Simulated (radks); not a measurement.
Ionisation ladder of osmium, from Os LXVII to Os LXXVI. Each ion is in the ground configuration listed by NIST, and IE = E(next ion) - E(this ion), with E = 0 for the bare nucleus. Method: scalar-relativistic Kohn-Sham, PBE, spin-polarised, spherical densities, finite nucleus; open shells are filled with parallel spins first (spin-orbit coupling, left out, can overturn this in heavy ions); Fermi nuclear charge, rms radius 5.4126 fm; computed with a radial shooting solver on a logarithmic mesh with Libxc functionals.

species    configuration  IE, Delta-SCF (eV)  <r> HOMO (bohr)  IE, NIST (eV)    kind  error (eV)
Os LXVII            [Ne]             17025.3           0.0660          16560  theory      +465.3
Os LXVIII   [He] 2s2 2p5             17365.3           0.0656          16900  theory      +465.3
Os LXIX     [He] 2s2 2p4             17699.5           0.0652          17270  theory      +429.5
Os LXX      [He] 2s2 2p3             18151.0           0.0647          17620  theory      +531.0
Os LXXI     [He] 2s2 2p2             18500.8           0.0644          19600  theory     -1099.2
Os LXXII    [He] 2s2 2p1             18844.5           0.0640          20030  theory     -1185.5
Os LXXIII       [He] 2s2               20624           0.0719          20570  theory       +54.2
Os LXXIV        [He] 2s1               20970           0.0716        20920.6  theory       +49.7
Os LXXV             [He]               84277           0.0176        83976.2  theory      +300.7
Os LXXVI             1s1               85747           0.0175        85614.4  theory      +132.3

Reference values: NIST Atomic Spectra Database (exp. = measured, semi-emp. = semi-empirical, theory = theoretical value adopted there). The ionisation energy per charge of the ion left behind rises most, in proportion, at Os LXXV ([He]), from 283.38 to 1123.7 eV. Open shells are spherical and high-spin; term and fine-structure splittings are not resolved. Spin-orbit splitting is averaged out at the scalar-relativistic level.
